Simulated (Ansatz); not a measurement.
Single points on the cluster Cs5⁻.

```yaml
crystal:
  periodic: [false, false, false]
  atoms:
    - {symbol: Cs, position_ang: [-3.072168, 2.740352, 3.438849]}
    - {symbol: Cs, position_ang: [1.924076, -3.243653, -0.954511]}
    - {symbol: Cs, position_ang: [-0.441304, 2.069888, -0.822110]}
    - {symbol: Cs, position_ang: [-0.763521, -2.199765, 3.116497]}
    - {symbol: Cs, position_ang: [2.352927, 0.633168, -4.778736]}
basis:
  gaussian: {orbitals: def2-SVPD, initial_orbitals: start.molden}
total_charge: -1
hamiltonian: {xc: pbe}
scf: {omitted_lower_state_checks: [starts]}
output: {orbitals: {seedname: orbitals}}
```

The file start.molden holds the orbitals of an earlier run on this structure, at another level or in another basis.

```sh
$ ansatz run in.yaml --threads 4 --pin off --events-out ev --progress --plain --max-ram 3916MiB
```

It prints (some lines left out):

```
Functional definition: PBE
1415 factors; their error is unknown
mean field evaluation 1: about -2743.7002 eV, gradient 3.3e0 eV
mean field evaluation 2: about -2743.7545 eV, gradient 9.5e-2 eV
mean field evaluation 4: about -2743.7232 eV, gradient 1.1e-3 eV
mean field evaluation 8: about -2743.7232 eV, gradient 1.4e-5 eV
mean field -2743.72324569 eV, -100.8299695169 hartree, gradient 1.4e-5 eV, S^2 0.000000; 0 other end points of the search recorded, 0 dependent functions left out
reference -2743.72333921 eV, -100.8299729534 hartree; 23, 23 occupied and 112, 112 virtual orbitals, 1415 factors
Total energy: -2743.72333921 eV, -100.8299729534 hartree
Checks for a lower state left out: starts
```

It took 3.8 s on 4 threads of Arm Neoverse V1 on a shared host.

First input, but with `gaussian: {orbitals: def2-TZVPD, initial_orbitals: start.molden}`, `hamiltonian: {xc: {name: r2SCAN0}}` (abridged; 9.5 s):

```
Functional definition: r2SCAN0
mean field -2741.20102711 eV, -100.7372796935 hartree, gradient 4.0e-5 eV, S^2 0.000000
Total energy: -2741.20103972 eV, -100.7372801570 hartree
Checks for a lower state left out: starts
```

First input, but with `gaussian: {orbitals: def2-TZVPD, initial_orbitals: start.molden}`, `hamiltonian: {xc: hse06}` (abridged; 5 s):

```
Functional definition: HSE06
mean field -2742.47289084 eV, -100.7840198235 hartree, gradient 2.0e-5 eV, S^2 0.000000
Total energy: -2742.47293692 eV, -100.7840215168 hartree
Checks for a lower state left out: starts
```

First input, but with `gaussian: {orbitals: def2-TZVPD, initial_orbitals: start.molden}`, `correlation: {method: rpa}` and without the key `output` (abridged; 8.5 s):

```
Functional definition: PBE
mean field -2743.77767770 eV, -100.8319698561 hartree, gradient 4.5e-6 eV, S^2 0.000000
Total energy: -2726.50578241 eV, -100.1972394117 hartree
Checks for a lower state left out: starts
```

The first input with `gaussian: {orbitals: def2-TZVPD, initial_orbitals: start.molden}`, `hamiltonian: {xc: {name: B3LYP}}` (abridged; 6 s):

```
Functional definition: B3LYP
mean field -2743.59873459 eV, -100.8253938181 hartree, gradient 1.7e-5 eV, S^2 0.000000
Total energy: -2743.59896079 eV, -100.8254021310 hartree
Checks for a lower state left out: starts
```

As the first input, with `gaussian: {orbitals: def2-TZVPD, initial_orbitals: start.molden}`, `correlation: {method: ccsd_t}` and without the key `hamiltonian` (abridged; 64 s):

```
Functional definition: HF
mean field evaluation 16: about -2698.6935 eV, gradient 6.5e0 eV
mean field evaluation 32: about -2700.1281 eV, gradient 7.6e0 eV
mean field evaluation 64: about -2699.9905 eV, gradient 1.7e-1 eV
mean field -2701.54490861 eV, -99.2799442184 hartree, gradient 2.0e-6 eV, S^2 0.000000; 1 other end points of the search recorded, 0 dependent functions left out; unrestricted orbitals would lower it
determinant -2701.54490861 eV, -99.2799442184 hartree, with singles and doubles -2718.70294705 eV, -99.9104905009 hartree
determinant -2700.16342908 eV, -99.2291757820 hartree, with singles and doubles -2717.74530129 eV, -99.8752976687 hartree
second order -16.36276079 eV of doubles, -0.00000000 eV of singles
cycle   1  -17.11332001 eV  change   -1.2e-1 eV  update   4.7e-2
cycle   2  -17.13034967 eV  change   -1.7e-2 eV  update   1.6e-2
cycle   3  -17.13503260 eV  change   -4.7e-3 eV  update   5.8e-3
cycle   4  -17.13602103 eV  change   -9.9e-4 eV  update   2.8e-3
cycle   5  -17.13646173 eV  change   -4.4e-4 eV  update   1.5e-3
cycle   6  -17.13680616 eV  change   -3.4e-4 eV  update   9.1e-4
cycle   7  -17.13677548 eV  change    3.1e-5 eV  update   5.8e-4
cycle   8  -17.13673857 eV  change    3.7e-5 eV  update   3.3e-4
cycle   9  -17.13674407 eV  change   -5.5e-6 eV  update   1.9e-4
cycle  10  -17.13673075 eV  change    1.3e-5 eV  update   1.1e-4
cycle  11  -17.13671833 eV  change    1.2e-5 eV  update   6.2e-5
cycle  12  -17.13672741 eV  change   -9.1e-6 eV  update   3.5e-5
perturbative correction -0.48271539 eV, -0.0177394633 hartree
Total energy: -2719.16435141 eV, -99.9274467985 hartree
Checks for a lower state left out: starts
```

First input, but with `hamiltonian: {xc: pbe0}` (abridged; 4.6 s):

```
Functional definition: PBE0
mean field -2742.51086046 eV, -100.7854151813 hartree, gradient 5.0e-5 eV, S^2 0.000000
Total energy: -2742.51092656 eV, -100.7854176106 hartree
Checks for a lower state left out: starts
```

Geometry: PBE0/def2-TZVPD.

In the def2 sets Cs takes a core potential; there is no spin–orbit coupling. B3LYP takes the VWN-RPA correlation. HSE06 is defined as in plane-wave codes, on full-range PBE exchange. Correlated methods freeze no core orbitals; core or outer-core shells of Cs are correlated, in sets that lack core-valence functions. The restricted singlet is unstable towards broken spin symmetry at other levels; at PBE/def2-SVPD, r2SCAN0/def2-TZVPD, HSE06/def2-TZVPD, RPA@PBE/def2-TZVPD and others this wasn't settled. At CCSD(T)/def2-TZVPD T1 of the charge -1 singlet is large (up to 0.023), so the single-reference result is doubtful. At CCSD(T)/def2-TZVPD the restricted singlet (for correlated methods, its reference) is unstable: a solution with broken spin symmetry lies lower. The structure comes from a short search, and lower isomers may exist.
